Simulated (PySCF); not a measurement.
An unknown shows these calculated signals:

¹H NMR (500 MHz, computed): δ 7.20 (m, 1H), 6.36 (m, 1H), 4.99 (m, 1H), 4.89 (m, 1H), 3.91 (m, 1H), 2.31 (m, 1H), 1.30 (d, 3H), 0.46 (br s, 1H).

¹³C{¹H} NMR (computed): δ 164.5 (CH), 145.8 (CH), 76.2 (CH), 47.8 (CH), 26.6 (CH3).

Calculated, not measured (PySCF 2.14.0 with density-fitted response routines): NMR shieldings at PBE0/pcSseg-1/GIAO, coordinates at the GFN2-xTB level. Gas phase, single conformer, averaged over atoms made equivalent by symmetry, fast rotation or ring inversion, no relativistic terms.

References, each an isolated molecule treated in the same way: ¹H and ¹³C against TMS.

Question: Which of these does the molecule contain: an OH group, an amide, a non-aromatic C=C double bond, a heteroaromatic ring, a Si–H bond, a Si–CH3 group?

Answer: 
- An OH group: yes (δH 0.46 (br s)).
- An amide: no.
- A non-aromatic C=C double bond: yes.
- A heteroaromatic ring: no.
- A Si–H bond: yes (δH 4.89 (m), 4.99 (m)).
- A Si–CH3 group: no.

The data belong to `C[C@@H](O)[C@H]1C=C[SiH2]1`, C5H10OSi; they needn't prove each group on their own.

Carbon signals by region: 1 in the far downfield region (above 160 ppm), 1 in the sp2 and nitrile region (100–160 ppm), 1 at 50–100 ppm, 2 below 50 ppm. Above 160 ppm: 164.5, alkene CH.

The OH or NH signal is concentration- and solvent-dependent in practice; the value given is the gas-phase one. Shifts are as computed. Against solution values, carbons near 30 ppm lie about +3 ppm off and those near 130 ppm about +5 ppm. Of 1309 compounds with measured shifts, 239 miss one by over three times the rms of a fit or turn the order of signals round; such compounds aren't used in these exercises. No couplings were computed; multiplicities are counted from neighbouring protons, with m where these are inequivalent, close in shift, in a saturated or five-membered ring or joined by F or P, and br s for small geminal =CH2 splittings.
